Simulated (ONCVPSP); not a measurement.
Transferability test, ONCV potential for B

boron, optimised norm-conserving Vanderbilt (ONCV), made with ONCVPSP 4.0.1 (PBE, non-relativistic). Core [He], reference 2s1.5 2p1.5. Waves: 2s: rc 1.05 bohr, ncon 4, nbas 7, qcut 4.8 1/bohr, local; 2p: rc 2.95 bohr, ncon 4, nbas 7, qcut 5.4 1/bohr, 2 projectors, debl 1.8 Ha; d scattering state at 0.33 Ha: rc 2.90 bohr, ncon 4, nbas 9, qcut 3.3 1/bohr, 3 projectors, debl 1.5 Ha. Local part: the s channel. Core correction: Teter function, fcfact 3.25, rcfact 1.3.

Energies are relative to the spin-unpolarised reference configuration 2s1.5 2p1.5; without spin polarisation the order of configurations can differ from experiment.

**Question.** Give the all-electron excitation energy and the error of the potential for: 2s2 2p1; 2s2 2p0; 2s1 2p0; 2s1 2p1.

**Answer.**

```json
{"valence configuration": "2s2 2p1", "charge": "0", "ΔE all-electron (eV)": "-2.919", "error AE − PS (meV)": "-3.1"}
{"valence configuration": "2s2 2p0", "charge": "+1", "ΔE all-electron (eV)": "5.303", "error AE − PS (meV)": "+88"}
{"valence configuration": "2s1 2p0", "charge": "+2", "ΔE all-electron (eV)": "30.718", "error AE − PS (meV)": "+318"}
{"valence configuration": "2s1 2p1", "charge": "+1", "ΔE all-electron (eV)": "11.436", "error AE − PS (meV)": "+7.6"}
```
